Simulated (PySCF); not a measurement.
Ta(S)(OH)2(OSiH3) (H5O3SSiTa), SMILES [SiH3][O][Ta]([OH])(=[S])[OH], multiplicity 1.

Geometry optimised at PBE-D3(BJ)/def2-SVP. The multiplicity is an assumed one; other spin states were not compared. The def2 effective core potentials stand for the cores of Ta; spin–orbit coupling is left out. Other conformers were not sampled.

Computed with PBE-D3(BJ)/def2-SVP (PySCF).

Frequencies are harmonic and unscaled.

| mode | ν (cm⁻¹) | IR (km/mol) | moving atoms (share of kinetic energy) |
|---|---|---|---|
| 1 | 31 | 0.2 | H 82 %, O 12 % |
| 2 | 43 | 1.7 | S 39 %, Si 32 %, O 14 %, H 11 % |
| 3 | 49 | 0.9 | O 47 %, H 32 %, Si 17 % |
| 4 | 162 | 5.5 | O 54 %, H 22 %, S 11 %, Ta 11 % |
| 5 | 165 | 6.9 | O 41 %, S 32 %, H 15 %, Ta 11 % |
| 6 | 190 | 4.1 | O 76 %, S 12 % |
| 7 | 193 | 0.4 | O 86 %, H 9 % |
| 8 | 195 | 3.8 | O 61 %, Ta 14 %, H 11 % |
| 9 | 296 | 152.2 | H 78 %, O 17 % |
| 10 | 300 | 51.1 | H 85 %, O 13 % |
| 11 | 417 | 22.8 | Si 45 %, O 25 %, Ta 16 %, H 13 % |
| 12 | 462 | 143.2 | H 74 %, O 25 % |
| 13 | 470 | 207.2 | H 76 %, O 19 % |
| 14 | 517 | 75.3 | S 80 %, Ta 18 % |
| 15 | 689 | 40.2 | H 82 %, O 9 %, Si 9 % |
| 16 | 694 | 22.4 | H 82 %, O 9 %, Si 8 % |
| 17 | 701 | 110.9 | O 83 %, H 11 % |
| 18 | 705 | 101.3 | O 72 %, H 15 %, Ta 13 % |
| 19 | 912 | 61.6 | H 96 % |
| 20 | 913 | 111.8 | H 91 % |
| 21 | 923 | 745.9 | H 67 %, Si 18 %, O 14 % |
| 22 | 995 | 212.8 | O 67 %, H 28 % |
| 23 | 2173 | 86.3 | H 99 % |
| 24 | 2183 | 115.2 | H 96 % |
| 25 | 2184 | 104.4 | H 96 % |
| 26 | 3782 | 325.8 | H 94 % |
| 27 | 3786 | 135.9 | H 94 % |
